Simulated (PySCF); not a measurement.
## Two-component Hartree-Fock for Sr⁺ (strontium, charge +1)

Start: [Kr] 5s1; 5s1/2 filled at m_j = +1/2. Calculated with PySCF 2.14 in x2c-TZVPPall-2c: generalised Hartree-Fock with the X2C-1e Hamiltonian and a Gaussian nucleus; one run each with spin-orbit coupling (SO) switched off, then screened by Boettger's factors.

| spinor shell | electrons | ε, spin-free (eV) | ε, screened SO (eV) | weight of nominal j (screened SO) | rms radius, screened SO (bohr) |
| --- | --- | --- | --- | --- | --- |
| 1s1/2 | 2 | -16203.7 | -16203.1 | 1.000 | 0.0451 |
| 2s1/2 | 2 | -2267.6 | -2267.4 | 1.000 | 0.187 |
| 2p1/2 | 2 | -2009.8 | -2057.0 | 1.000 | 0.164 |
| 2p3/2 | 4 | -2009.8 | -1987.4 | 1.000 | 0.167 |
| 3s1/2 | 2 | -385.80 | -385.76 | 1.000 | 0.523 |
| 3p1/2 | 2 | -300.03 | -307.61 | 1.000 | 0.528 |
| 3p3/2 | 4 | -300.03 | -296.43 | 1.000 | 0.539 |
| 3d3/2 | 4 | -158.16 | -159.29 | 1.000 | 0.545 |
| 3d5/2 | 6 | -158.16 | -157.36 | 1.000 | 0.548 |
| 4s1/2 | 2 | -59.028 | -59.021 | 1.000 | 1.45 |
| 4p1/2 | 2 | -35.820 | -36.696 | 0.998 | 1.66 |
| 4p3/2 | 4 | -35.820 | -35.401 | 0.999 | 1.69 |
| 5s1/2 | 1 | -10.479 | -10.479 | 1.000 | 4.29 |

```tsv
quantity	spin-free	screened SO
E (hartree)	-3177.01774	-3177.26626
M_J	1/2	1/2
⟨J²⟩	0.750	0.750
⟨L²⟩	0.000	0.006
⟨S²⟩	0.750	0.756
```

Breit and QED terms are absent; they matter most for the inner s and p1/2 levels.

Densities and radii are taken from the X2C orbitals without a picture-change correction, which distorts them close to the nucleus.

Without spin-orbit coupling the j labels of p, d and f shells carry no meaning; the spin-free column gives the mean over the occupied spinors of each nl shell.
